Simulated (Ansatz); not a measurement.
Task: Name a neutral molecule of C, O, Si and H with HOMO energy (PBE/def2-TZVPP) between -5.90 and -5.60 eV and zero-point energy (PBE0-D4/def2-TZVP) between 187 and 203 kJ/mol (Ansatz, PBE0-D4/def2-TZVP geometry).

Result: `OC1C[SiH2]1` (-5.66 eV, 194.8 kJ/mol); `C1OC[SiH2]1` (-5.72 eV, 196.8 kJ/mol); `C=C(O)[SiH3]` (-5.74 eV, 187.3 kJ/mol); `O/C=C/[SiH3]` (-5.90 eV, 190.4 kJ/mol); `C#COC[SiH3]` (-5.73 eV, 198.0 kJ/mol). Other molecules can fit too; these were computed, each in one conformer that needn't be the lowest.
